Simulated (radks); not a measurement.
Isoelectronic series with 5 electrons, all held in the configuration [He] 2s2 2p1, which need not be the ground one along the series. All-electron calculation, Dirac Kohn-Sham, PBE, spin-unpolarised, spherical densities, finite nucleus; open shells fill j = l - 1/2 first; Fermi nuclear charge, rms radius of each element as measured or else 0.836 A^(1/3) + 0.57 fm. Program: a radial shooting solver on a logarithmic mesh with Libxc functionals. Total energies (hartree) and orbital eigenvalues (Ry) (* marks an orbital that is empty in some or all of the ions):

ion    E (hartree)     2p3/2*      2p1/2      2s1/2      1s1/2
B        -24.60328   -0.26494   -0.26518   -0.69397  -13.27271
Ne5+    -116.06736  -10.31816  -10.33282  -11.81650  -73.12164
P10+    -276.86349  -32.96680  -33.06820  -35.59700  -183.4296
Ca15+   -507.66798  -68.14783  -68.51838  -72.10455  -344.5467
Mn20+   -809.50615  -115.8802  -116.8671  -121.5340  -557.1341
Zn25+  -1183.74838  -176.2022  -178.3767  -184.1568  -822.0936
Br30+  -1632.13787  -249.1667  -253.3888  -260.3241  -1140.579
Zr35+  -2156.83268  -334.8395  -342.3320  -350.4743  -1514.024
Rh40+  -2760.45000  -433.3001  -445.7320  -455.1437  -1944.165
Sn45+  -3446.14583  -544.6409  -564.2259  -574.9814  -2433.102
Cs50+   -4217.6888  -668.9683  -698.5806  -710.7672  -2983.337
